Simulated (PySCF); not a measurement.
H$_{2}$O$_{4}$W (SMILES [O]=[W](=[O])([OH])[OH]), singlet, geometry from GFN2-xTB (such geometries of metal compounds can be far from the true shape) (core potentials on W), with bond 7-6 at 2.2 times its length; HF/def2-SVP (PySCF).

Here is a job for PySCF.
```python
from pyscf import gto, scf

mol = gto.Mole()
mol.atom = '''
    W     0.04245152    0.00010856    0.00617511
    O     1.16227353    0.78461633   -0.99567295
    O     0.83435974   -0.77951039    1.28610829
    O    -0.90205874   -1.26075159   -0.99386071
    H    -1.13046067   -2.02030589   -1.54734730
    O    -1.15412496    1.25549336    0.69476301
    H    -1.99105666    2.92308757    1.71759867
'''
mol.basis = 'def2-svp'
mol.ecp = {'W': 'def2-svp'}
mol.verbose = 4
mol.build()

mf = scf.RHF(mol)
mf.kernel()
mo_i, mo_e, stable_i, stable_e = mf.stability(internal=True, external=True, return_status=True, nroots=6, tol=1e-6)
print('internally stable:', stable_i, ' externally stable:', stable_e)
if not stable_e:
    umf = mf.to_uhf() if not hasattr(mf, 'xc') else mf.to_uks()
    umf.scf_summary = {}
    umf.kernel(umf.make_rdm1(mo_e, umf.mo_occ))
```

Task: What does PySCF print? Leave out banner, timings and long lists.

Result: 
```
PySCF version 2.14.0

[INPUT] verbose = 4
[INPUT] num. atoms = 7
[INPUT] num. electrons = 48
[INPUT] charge = 0
[INPUT] spin (= nelec alpha-beta = 2S) = 0
[INPUT] symmetry False subgroup None
[INPUT] Mole.unit = angstrom
[INPUT] Symbol           X                Y                Z      unit          X                Y                Z       unit  Magmom
[INPUT]  1 W      0.042451520000   0.000108560000   0.006175110000 AA    0.080221746371   0.000205148668   0.011669266689 Bohr   0.0
[INPUT]  2 O      1.162273530000   0.784616330000  -0.995672950000 AA    2.196378653531   1.482709976561  -1.881549185138 Bohr   0.0
[INPUT]  3 O      0.834359740000  -0.779510390000   1.286108290000 AA    1.576711397963  -1.473061148353   2.430392434633 Bohr   0.0
[INPUT]  4 O     -0.902058740000  -1.260751590000  -0.993860710000 AA   -1.704643966870  -2.382475216210  -1.878124547866 Bohr   0.0
[INPUT]  5 H     -1.130460670000  -2.020305890000  -1.547347300000 AA   -2.136261060892  -3.817824819946  -2.924062616585 Bohr   0.0
[INPUT]  6 O     -1.154124960000   1.255493360000   0.694763010000 AA   -2.180980087925   2.372538601610   1.312911810378 Bohr   0.0
[INPUT]  7 H     -1.991056660000   2.923087570000   1.717598670000 AA   -3.762551785891   5.523834945420   3.245791078217 Bohr   0.0

nuclear repulsion = 220.354211830884
number of shells = 42
number of NR pGTOs = 167
number of NR cGTOs = 98
basis = def2-svp
ecp = {'W': 'def2-svp'}

******** <class 'pyscf.scf.hf.RHF'> ********
method = RHF
initial guess = minao
damping factor = 0
level_shift factor = 0
DIIS = <class 'pyscf.scf.diis.CDIIS'>
diis_start_cycle = 1
diis_space = 8
diis_damp = 0
SCF conv_tol = 1e-09
SCF conv_tol_grad = None
SCF max_cycles = 50
direct_scf = True
direct_scf_tol = 1e-13
Set gradient conv threshold to 3.16228e-05
Initial guess from minao.
init E= -353.09198730858
cycle= 1 E= -366.188951426204  delta_E= -13.1  |g|=  1.5  |ddm|= 7.52
cycle= 2 E= -366.096238883183  delta_E= 0.0927  |g|= 1.63  |ddm|= 2.29
cycle= 3 E= -366.603328056536  delta_E= -0.507  |g|= 0.211  |ddm|= 1.24
cycle= 4 E= -366.613155193519  delta_E= -0.00983  |g|= 0.0654  |ddm|= 0.228
cycle= 5 E= -366.614845234638  delta_E= -0.00169  |g|= 0.0351  |ddm|= 0.0765
cycle= 6 E= -366.615313394047  delta_E= -0.000468  |g|= 0.0156  |ddm|= 0.0407
cycle= 7 E= -366.615463224119  delta_E= -0.00015  |g|= 0.00687  |ddm|= 0.0252
cycle= 8 E= -366.61548956258  delta_E= -2.63e-05  |g|= 0.00228  |ddm|= 0.0128
cycle= 9 E= -366.615492474603  delta_E= -2.91e-06  |g|= 0.000669  |ddm|= 0.00412
cycle= 10 E= -366.615493220631  delta_E= -7.46e-07  |g|= 0.000356  |ddm|= 0.00203
cycle= 11 E= -366.615493542368  delta_E= -3.22e-07  |g|= 0.000237  |ddm|= 0.00133
cycle= 12 E= -366.61549373523  delta_E= -1.93e-07  |g|= 0.000145  |ddm|= 0.00121
cycle= 13 E= -366.615493833674  delta_E= -9.84e-08  |g|= 5.73e-05  |ddm|= 0.00125
cycle= 14 E= -366.615493842974  delta_E= -9.3e-09  |g|= 3.69e-05  |ddm|= 0.00036
cycle= 15 E= -366.615493844204  delta_E= -1.23e-09  |g|= 1.96e-05  |ddm|= 0.000111
cycle= 16 E= -366.615493844461  delta_E= -2.57e-10  |g|= 1.17e-05  |ddm|= 3.61e-05
Extra cycle  E= -366.615493844525  delta_E= -6.38e-11  |g|= 1.1e-05  |ddm|= 1.85e-05
converged SCF energy = -366.615493844525
rhf_internal: lowest eigs of H = [0.21698432 0.27262639 0.61681982 0.74463731 0.77256933 0.77933064]
<class 'pyscf.scf.hf.RHF'> wavefunction is stable in the internal stability analysis
rhf_real2complex: lowest eigs of H = [0.03040376 0.04021826 0.1117066  0.14959148 0.17318874 0.19836341]
<class 'pyscf.scf.hf.RHF'> wavefunction is stable in the real -> complex stability analysis
rhf_external: lowest eigs of H = [-0.21105874 -0.00650857  0.01181739  0.07490483  0.08642191  0.12154717]
<class 'pyscf.scf.hf.RHF'> wavefunction has an RHF/RKS -> UHF/UKS instability
internally stable: True  externally stable: False

******** <class 'pyscf.scf.uhf.UHF'> ********
method = UHF
initial guess = minao
damping factor = 0
level_shift factor = 0
DIIS = <class 'pyscf.scf.diis.CDIIS'>
diis_start_cycle = 1
diis_space = 8
diis_damp = 0
SCF conv_tol = 1e-09
SCF conv_tol_grad = None
SCF max_cycles = 50
direct_scf = True
direct_scf_tol = 1e-13
number electrons alpha = 24  beta = 24
Set gradient conv threshold to 3.16228e-05
init E= -366.509028170115
cycle= 1 E= -366.647941247288  delta_E= -0.139  |g|= 0.317  |ddm|= 0.567
cycle= 2 E= -366.676050811552  delta_E= -0.0281  |g|= 0.226  |ddm|= 0.387
cycle= 3 E= -366.697728831743  delta_E= -0.0217  |g|= 0.0437  |ddm|= 0.168
cycle= 4 E= -366.699511185023  delta_E= -0.00178  |g|= 0.0313  |ddm|= 0.0493
cycle= 5 E= -366.70102123411  delta_E= -0.00151  |g|= 0.0188  |ddm|= 0.0479
cycle= 6 E= -366.701938555861  delta_E= -0.000917  |g|= 0.017  |ddm|= 0.0316
cycle= 7 E= -366.703265545912  delta_E= -0.00133  |g|= 0.0163  |ddm|= 0.0469
cycle= 8 E= -366.706821264803  delta_E= -0.00356  |g|= 0.0144  |ddm|= 0.136
cycle= 9 E= -366.708987352627  delta_E= -0.00217  |g|= 0.0121  |ddm|= 0.0968
cycle= 10 E= -366.712177915008  delta_E= -0.00319  |g|= 0.0272  |ddm|= 0.269
cycle= 11 E= -366.712308809604  delta_E= -0.000131  |g|= 0.02  |ddm|= 0.0191
cycle= 12 E= -366.712863893821  delta_E= -0.000555  |g|= 0.0121  |ddm|= 0.0571
cycle= 13 E= -366.713144561736  delta_E= -0.000281  |g|= 0.00498  |ddm|= 0.0394
cycle= 14 E= -366.713217339752  delta_E= -7.28e-05  |g|= 0.00453  |ddm|= 0.0204
cycle= 15 E= -366.713279092285  delta_E= -6.18e-05  |g|= 0.00205  |ddm|= 0.0179
cycle= 16 E= -366.713310950918  delta_E= -3.19e-05  |g|= 0.0016  |ddm|= 0.0186
cycle= 17 E= -366.713328413364  delta_E= -1.75e-05  |g|= 0.00102  |ddm|= 0.012
cycle= 18 E= -366.713335684598  delta_E= -7.27e-06  |g|= 0.000655  |ddm|= 0.00961
cycle= 19 E= -366.713338867707  delta_E= -3.18e-06  |g|= 0.000356  |ddm|= 0.00571
cycle= 20 E= -366.713339358102  delta_E= -4.9e-07  |g|= 0.000185  |ddm|= 0.00235
cycle= 21 E= -366.713339418633  delta_E= -6.05e-08  |g|= 0.000113  |ddm|= 0.000614
cycle= 22 E= -366.713339451815  delta_E= -3.32e-08  |g|= 7.28e-05  |ddm|= 0.000373
cycle= 23 E= -366.71333946992  delta_E= -1.81e-08  |g|= 5.62e-05  |ddm|= 0.000329
cycle= 24 E= -366.713339478381  delta_E= -8.46e-09  |g|= 3.32e-05  |ddm|= 0.000238
cycle= 25 E= -366.713339482311  delta_E= -3.93e-09  |g|= 1.69e-05  |ddm|= 0.000161
cycle= 26 E= -366.713339483432  delta_E= -1.12e-09  |g|= 7.01e-06  |ddm|= 9.07e-05
cycle= 27 E= -366.713339483565  delta_E= -1.33e-10  |g|= 4.59e-06  |ddm|= 2.08e-05
Extra cycle  E= -366.713339483605  delta_E= -4e-11  |g|= 3.66e-06  |ddm|= 7.52e-06
converged SCF energy = -366.713339483605  <S^2> = 0.99566964  2S+1 = 2.2321914
```
